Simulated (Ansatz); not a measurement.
Species: C₇H₁₄OSi, SMILES `O=C[C@@H]1CCCC[C@H]1[SiH3]` (O–C–C–C torsion 103°) (charge 0, multiplicity 1).

### Question
Give a relaxed geometry from PBE-D3(BJ)/def2-SVP (Ansatz, a quantum-chemistry and plane-wave program).

### Answer
Several could match; the one computed here: the end point of this relaxation, one of several conformers (outside a Z-matrix the atoms follow the SMILES, hydrogens last).
Bonds (Å): O1–C2 1.213, C2–C3 1.518, C2–H10 1.138, C3–C4 1.549, C3–C8 1.549, C3–H11 1.112, C4–C5 1.533, C4–H12 1.110, C4–H13 1.114, C5–C6 1.532, C5–H14 1.110, C5–H15 1.113, C6–C7 1.534, C6–H16 1.113, C6–H17 1.110, C7–C8 1.543, C7–H18 1.114, C7–H19 1.111, C8–Si9 1.910, C8–H20 1.117, Si9–H21 1.506, Si9–H22 1.505, Si9–H23 1.506. Bond angles (°): O1–C2–C3 125.4, O1–C2–H10 121.0, C3–C2–H10 113.6, C2–C3–C4 107.9, C2–C3–C8 112.0, C2–C3–H11 106.8, C4–C3–C8 111.2, C4–C3–H11 108.6, C8–C3–H11 110.2, C3–C4–C5 111.9, C3–C4–H12 109.2, C3–C4–H13 108.8, C5–C4–H12 110.8, C5–C4–H13 109.4, H12–C4–H13 106.7, C4–C5–C6 111.4, C4–C5–H14 109.8, C4–C5–H15 109.1, C6–C5–H14 110.7, C6–C5–H15 109.3, H14–C5–H15 106.4, C5–C6–C7 111.2, C5–C6–H16 109.3, C5–C6–H17 110.5, C7–C6–H16 109.1, C7–C6–H17 110.2, H16–C6–H17 106.4, C6–C7–C8 112.2, C6–C7–H18 109.0, C6–C7–H19 110.3, C8–C7–H18 109.1, C8–C7–H19 109.9, H18–C7–H19 106.1, C3–C8–C7 111.2, C3–C8–Si9 112.6, C3–C8–H20 107.6, C7–C8–Si9 111.0, C7–C8–H20 108.0, Si9–C8–H20 106.1, C8–Si9–H21 109.8, C8–Si9–H22 110.9, C8–Si9–H23 109.5, H21–Si9–H22 108.7, H21–Si9–H23 108.9, H22–Si9–H23 109.0.
